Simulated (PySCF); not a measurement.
# Zr⁻ (zirconium, charge -1) across methods

[Kr] 4d3 5s2, high-spin 4F determinant. All numbers are calculated (PySCF 2.14, scalar relativity through the core potential, in aug-cc-pwCVTZ-PP with ECP28MDF).

```
method  E (hartree)  mean ε 5s α (eV)  mean ε 5s β (eV)  mean ε 4d α (eV)  Σ⟨r²⟩ (bohr²)   ⟨S²⟩
   PBE     -46.7843             0.054             0.834             1.534          103.9  3.779
 HSE06     -46.7634            -0.029             0.816             1.101          101.5  3.790
   LDA     -46.6536            -0.088             0.679             1.538          102.7  3.778
r2SCAN     -46.7983            -0.203             0.797             1.225          105.9  3.891
  PBE0     -46.7622            -0.349             0.511             0.720          101.5  3.793
 TPSSh     -46.7592            -0.134             0.782             1.185          102.1  3.790
   UHF    -46.29883            -2.208             0.163            -2.900          141.9  4.210
```

(1) Estimate the same row for M06-L.

Energies and moments cover only the electrons outside the core potential. At PBE the highest occupied level has a positive energy, so only the finite basis holds that electron; in a semilocal or global hybrid functional this comes from self-interaction and does not mean that the real anion is unbound.

The highest occupied level is positive at PBE, HSE06, LDA, r2SCAN, M06-L, PBE0, TPSSh, UHF: only the finite basis holds that electron, at UHF too, so the state is unbound at these levels.

Answers

(1) E (hartree) = -46.7736; mean ε 5s α (eV) = 0.298; mean ε 5s β (eV) = 0.687; mean ε 4d α (eV) = 1.665; Σ⟨r²⟩ (bohr²) = 98.35; ⟨S²⟩ = 3.763.
